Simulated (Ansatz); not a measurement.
Z-matrix (Å, degrees):
```
Si
O 1 1.6636
H 2 0.9623 1 117.43
N 1 1.7175 2 116.28 3 -63.90
H 4 1.0078 1 122.69 2 89.30
H 4 1.0086 5 111.69 1 160.83
Si 1 2.3409 2 103.16 3 177.94
H 7 1.4865 1 111.63 2 -48.60
H 7 1.4876 8 108.52 1 121.45
H 7 1.4905 8 108.41 9 117.08
Si 1 2.3512 2 111.10 3 55.20
H 11 1.4875 1 111.67 2 41.34
H 11 1.4876 12 108.45 1 -122.90
H 11 1.4936 12 107.68 13 -116.24
```
Charge 0, spin multiplicity 1.

Level of theory: Ansatz (a quantum-chemistry and plane-wave program) with frozen-core CCSD(T)/cc-pVTZ // r2SCAN-D4/def2-TZVP.

- HF energy: -1001.51429 Ha
- MP2 correlation energy: -0.83444 Ha

Task: Estimate the CCSD correlation energy, the (T) correction, the total energy and the T1 diagnostic.

Result: 
```yaml
CCSD correlation energy: -0.89940 Ha
"(T) correction": -0.03295 Ha
CCSD(T) total energy: -1002.44664 Ha
T1 diagnostic: 0.013
```
